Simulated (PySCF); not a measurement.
Start geometry of `C=CCNC(=O)C#CCF` from GFN2-xTB (Å):
```
atom  x, y, z in Å
C1    -3.6575   -1.1816   -0.2367
C2    -2.6848   -0.3903    0.1439
C3    -1.8238    0.3903   -0.7969
N4    -0.3686    0.1843   -0.5006
C5     0.4117    1.1817   -0.1186
O6     0.0780    2.3553   -0.0189
C7     1.7669    0.7310    0.1897
C8     2.9148    0.4971    0.4744
C9     4.2472    0.0909    0.8249
F10    4.3959   -1.2817    0.7030
H11   -3.9408   -1.2782   -1.2728
H12   -4.2866   -1.6887    0.4699
H13   -2.4653   -0.2643    1.1851
H14   -1.9951    1.4695   -0.6511
H15   -2.0208    0.1107   -1.8280
H16   -0.0498   -0.7480   -0.5157
H17    4.9702    0.5566    0.1148
H18    4.4811    0.3574    1.8479
```

Problem. What comes out of this run: PBE0-D3(BJ)/def2-SVP geometry optimisation, gas phase (PySCF)?

Solution. 
```
atom  x, y, z in Å
C1    -3.621   -1.255   -0.261
C2    -2.717   -0.365    0.148
C3    -1.826    0.419   -0.766
N4    -0.428    0.207   -0.471
C5     0.397    1.221   -0.094
O6     0.060    2.385   -0.008
C7     1.758    0.782    0.204
C8     2.894    0.449    0.466
C9     4.260    0.066    0.789
F10    4.471   -1.275    0.615
H11   -3.768   -1.472   -1.324
H12   -4.255   -1.793    0.448
H13   -2.585   -0.170    1.219
H14   -1.994    1.500   -0.641
H15   -2.042    0.168   -1.818
H16   -0.058   -0.735   -0.489
H17    4.963    0.626    0.146
H18    4.478    0.331    1.838
```

The energy falls by 20.6 kJ/mol over 10 energy and gradient evaluations, the largest force component goes from 0.0649 to 3.1e-04 Eh/bohr, and the atoms move by 0.088 Å rms after alignment. The bond that changes most is C3–N4 (sp3 carbon bound to nitrogen to amide nitrogen), which shortens by 0.055 Å. Bonds longer at the end by more than 0.005 Å: 10 of 17; shorter: 4. Among the angles that change most is C5–C7–C8, from 173.1° to 178.3°. Rotational constants go from 2686, 462.2, 405.8 to 2616, 459.0, 401.4 MHz. The orientation of the end geometry is arbitrary; only internal coordinates are fixed.

The run used 180 basis functions and 75 SCF cycles in all.

Stationary, but not proved a minimum. One conformer, not necessarily the lowest.
